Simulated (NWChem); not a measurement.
CH4OSTe; SMILES CS[Te]O

```xyz
8

Te    -0.3123     0.6887    -0.0723
O      1.5232     1.4003     0.2922
H      2.0591     1.2101    -0.4887
S     -0.1551    -1.5784     0.6339
C      0.4568    -2.4828    -0.8216
H     -0.1841    -2.3162    -1.6975
H      0.4253    -3.5490    -0.5501
H      1.4944    -2.2074    -1.0531
```
Atoms are numbered in this order, from 1.

All runs: NWChem. Geometry: optimised at PBE0/def2-SVP (def2 core potentials past Kr).

Task: Predict the results for B3LYP/STO-3G (all-electron, non-relativistic). Quantities: highest occupied level (eV); orbital gap (eV); dipole (D).

Result: 
```
Quantity                     Value
---------------------------  -----
highest occupied level (eV)  -3.47
orbital gap (eV)              6.07
dipole (D)                    2.42
```
